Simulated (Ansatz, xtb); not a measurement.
## A geometry optimisation of F2H2InNSi with r2SCAN-D4/def2-SVP

The starting geometry of this gas-phase singlet was built from a drawn formula by distance geometry and a force field; its bonds are those of `N[Si](F)(F)[In]`.

```xyz
7

F     0.8936   -1.9001   -3.7168
F     0.6437   -0.7162   -1.2481
In   -2.2663   -0.4923   -3.1575
N    -0.7090   -3.1997   -1.7373
Si   -0.1331   -1.6100   -2.4209
H    -1.3514   -2.9880   -0.9493
H    -1.2033   -3.7352   -2.4706
```

Question: Predict what it relaxes into with r2SCAN-D4/def2-SVP.

Answer: It keeps its bonds, and is `N[Si](F)(F)[In]`. Distances that change by over a tenth: In3–Si5 (2.52 → 2.78 Å).

The energy falls by 0.64 eV over 21 steps:

```json
{"step": "1", "E − E(last) (eV)": "0.641"}
{"step": "3", "E − E(last) (eV)": "0.147"}
{"step": "5", "E − E(last) (eV)": "0.081"}
{"step": "8", "E − E(last) (eV)": "0.077"}
{"step": "10", "E − E(last) (eV)": "0.062"}
{"step": "12", "E − E(last) (eV)": "0.054"}
{"step": "14", "E − E(last) (eV)": "0.034"}
{"step": "17", "E − E(last) (eV)": "0.003"}
{"step": "19", "E − E(last) (eV)": "0.000"}
{"step": "21", "E − E(last) (eV)": "0.000"}
```

Final geometry (Å):

```yaml
atoms:
  - { symbol: F, position_ang: [0.5760, -2.0011, -3.7238] }
  - { symbol: F, position_ang: [0.7422, -0.9518, -1.4017] }
  - { symbol: In, position_ang: [-2.3128, 0.1943, -3.2640] }
  - { symbol: N, position_ang: [-0.9195, -3.1403, -1.8842] }
  - { symbol: Si, position_ang: [-0.3624, -1.6020, -2.4364] }
  - { symbol: H, position_ang: [-1.5693, -3.2071, -1.1069] }
  - { symbol: H, position_ang: [-0.2798, -3.9334, -1.8836] }
```

From the same start GFN2-xTB ends elsewhere, differing in F2–In3 (2.07 against 3.76 Å here), F2–Si5 (3.07 against 1.65 Å here).

No frequencies were run, so the end isn't proven a minimum. Atoms past krypton carry core potentials, without spin–orbit terms. Run with Ansatz 0.2.0, 120 s on 1 thread of Arm Neoverse V2, on a shared host.
